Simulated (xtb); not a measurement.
Cl2Se, triplet, at a GFN2-xTB geometry (a higher spin typed on purpose: for a closed-shell molecule this is an excited state). Base run: xtb 6.7.1 with GFN2-xTB.

Here is a job for xtb.
```
$ xtb mol.xyz --gfn 2 --uhf 2 --json

# file mol.xyz
3

Se     0.09038564     0.10880543     0.81783642
Cl     0.97674330     1.18139250    -0.74251873
Cl    -1.15751457    -1.39900335    -0.89315413
```

Variants of this job, named by their change:

```json
[
 {"change": "base", "ΔE vs base (kcal/mol)": "0.000", "dipole (D)": "2.33", "G_solv (kcal/mol)": "-", "SCF cycles": "19"},
 {"change": "etemp = 1000", "ΔE vs base (kcal/mol)": "-0.482", "dipole (D)": "2.25", "G_solv (kcal/mol)": "-", "SCF cycles": "17"},
 {"change": "alpb = dmf", "ΔE vs base (kcal/mol)": "-4.03", "dipole (D)": "2.75", "G_solv (kcal/mol)": "-4.29", "SCF cycles": "17"},
 {"change": "alpb = acetone", "ΔE vs base (kcal/mol)": "-4.03", "dipole (D)": "2.75", "G_solv (kcal/mol)": "-4.28", "SCF cycles": "18"},
 {"change": "acc = 0.0001", "ΔE vs base (kcal/mol)": "0.000", "dipole (D)": "2.33", "G_solv (kcal/mol)": "-", "SCF cycles": "25"},
 {"change": "etemp = 5000", "ΔE vs base (kcal/mol)": "-13.97", "dipole (D)": "1.72", "G_solv (kcal/mol)": "-", "SCF cycles": "13"},
 {"change": "acc = 30", "ΔE vs base (kcal/mol)": "0.000", "dipole (D)": "2.33", "G_solv (kcal/mol)": "-", "SCF cycles": "12"},
 {"change": "etemp = 10000", "ΔE vs base (kcal/mol)": "-51.14", "dipole (D)": "1.16", "G_solv (kcal/mol)": "-", "SCF cycles": "14"}
]
```

ALPB and GBSA are two models with their own fitted parameters for each solvent, which aren't always the measured dielectric constant.
